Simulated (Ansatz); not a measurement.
System: InCl$_{2}$, charge -1, multiplicity 1. 
Geometry from a B3LYP-D3(BJ)/def2-TZVP (Ansatz, a quantum-chemistry and plane-wave program) optimisation:
```xyz
3

In     0.6735     0.0382    -0.0803
Cl    -1.2140     1.4063    -1.2300
Cl    -0.7273    -1.5164     1.4616
```
Charge -1, spin multiplicity 1.

Parts of the frozen-core correlation energy in def2-QZVPPD (Ansatz, hartree). Frozen orbitals: 19; correlated occupied orbitals by spin: 9 and 9; virtual: 218 and 218. No spin-orbit coupling. In def2 rows, elements after Kr have scalar-relativistic effective core potentials.

| term | value |
|---|---|
| reference (HF) | -1108.45413 |
| MP2 opposite-spin | -0.37465 |
| MP2 same-spin | -0.11551 |
| CCSD correlation | -0.52403 |
| (T) | -0.02504 |
| T1 diagnostic | 0.010 |
| largest doubles amplitude | 0.045 |
